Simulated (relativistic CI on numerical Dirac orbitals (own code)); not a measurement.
Cr⁶⁺ in a cubic cluster: L2,3 absorption with charge transfer

Computed with a charge-transfer multiplet model of a cubic metal-ligand cluster with up to 2 ligand holes, Slater and spin-orbit integrals from Dirac-Coulomb-Breit ions, Slater integrals scaled by 0.8. The ground state mixes d0 with configurations of k ligand holes L, whose averages lie at kΔ + k(k − 1)U_dd/2; a core hole lowers each added d electron by U_cd. 20 K, Lorentzian 0.4 eV and Gaussian 0.3 eV FWHM.

Atomic integrals in eV (Slater integrals scaled, ζ unscaled), ground: F2dd 9.377, F4dd 5.906, zeta_d 0.039; with the core hole: F2dd 9.377, F4dd 5.906, zeta_d 0.067, zeta_core 5.615, F2cd 6.891, G1cd 5.439, G3cd 3.098. Where a configuration has fewer than two d electrons, the dd integrals are those of d2.

Cluster parameters (eV): U_dd = 6.7, U_cd = 7.4, 10Dq = 1.4, 10Dq(ligand) = 1.3, V(eg) = 2.1, V(t2g) = -0.98, final-state hopping factor = 1.

Weights, n_d and S are thermal averages at 20 K. Photon energies count from the first peak over 30 % of the highest in each spectrum, which can be another peak from case to case. The parameters are a model scan and need not match a compound or its usual spin state. Peaks in eV (height, largest 100): -2.6 (15), 0.0 (56), 3.0 (7), 3.7 (6), 4.7 (7), 6.0 (35), 8.4 (100).

(1) Which parameters give this spectrum?
A. Δ = 1 eV
B. Δ = -1 eV
C. Δ = 3 eV

Answers

(1) A. Δ = 1 eV; the ground state then has 0.73 d electrons and S = 0.00. The choice follows from running the model for each set and comparing peak positions and heights. The space is cut while the next configuration still counts.
